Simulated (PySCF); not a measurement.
B(Me)(SH)2 (CH₅BS₂), SMILES CB(S)S.

Coordinates come from a PBE0-D3(BJ)/def2-SVP optimisation. Other conformers were not sampled.

Calculation: TDDFT-B3LYP/def2-SVPD (PySCF).

Vertical excitations. The molecule is in vacuum. State labels are in the subgroup Cs.

```json
[
 {"state": "S1", "symmetry": "A\"", "energy (eV)": "5.54", "λ (nm)": "224", "f": "0.001", "main pairs": "HOMO→LUMO+1 95 %"},
 {"state": "S2", "symmetry": "A\"", "energy (eV)": "5.76", "λ (nm)": "215", "f": "0.190", "main pairs": "HOMO→LUMO 94 %"},
 {"state": "S3", "symmetry": "A\"", "energy (eV)": "6.54", "λ (nm)": "190", "f": "0.000", "main pairs": "HOMO→LUMO+2 62 %, HOMO−2→LUMO 35 %"},
 {"state": "S4", "symmetry": "A\"", "energy (eV)": "6.57", "λ (nm)": "189", "f": "0.000", "main pairs": "HOMO−2→LUMO 64 %, HOMO→LUMO+2 34 %"},
 {"state": "S5", "symmetry": "A'", "energy (eV)": "6.62", "λ (nm)": "187", "f": "0.021", "main pairs": "HOMO−1→LUMO+1 81 %"},
 {"state": "S6", "symmetry": "A'", "energy (eV)": "6.89", "λ (nm)": "180", "f": "0.085", "main pairs": "HOMO−1→LUMO 93 %"},
 {"state": "S7", "symmetry": "A\"", "energy (eV)": "7.05", "λ (nm)": "176", "f": "0.000", "main pairs": "HOMO−2→LUMO+1 98 %"},
 {"state": "S8", "symmetry": "A'", "energy (eV)": "7.06", "λ (nm)": "176", "f": "0.017", "main pairs": "HOMO→LUMO+3 83 %"},
 {"state": "S9", "symmetry": "A\"", "energy (eV)": "7.23", "λ (nm)": "172", "f": "0.000", "main pairs": "HOMO→LUMO+4 98 %"},
 {"state": "S10", "symmetry": "A'", "energy (eV)": "7.31", "λ (nm)": "170", "f": "0.007", "main pairs": "HOMO−3→LUMO 95 %"},
 {"state": "T1", "symmetry": "A\"", "energy (eV)": "4.83", "λ (nm)": "257", "f": "0", "main pairs": "HOMO→LUMO 99 %"},
 {"state": "T2", "symmetry": "A\"", "energy (eV)": "5.26", "λ (nm)": "236", "f": "0", "main pairs": "HOMO→LUMO+1 92 %"},
 {"state": "T3", "symmetry": "A'", "energy (eV)": "5.70", "λ (nm)": "217", "f": "0", "main pairs": "HOMO−1→LUMO 98 %"},
 {"state": "T4", "symmetry": "A\"", "energy (eV)": "6.14", "λ (nm)": "202", "f": "0", "main pairs": "HOMO−2→LUMO 90 %"}
]
```
Triplets are in the Tamm–Dancoff approximation, which puts them higher than full response would, so one can lie above its singlet here.
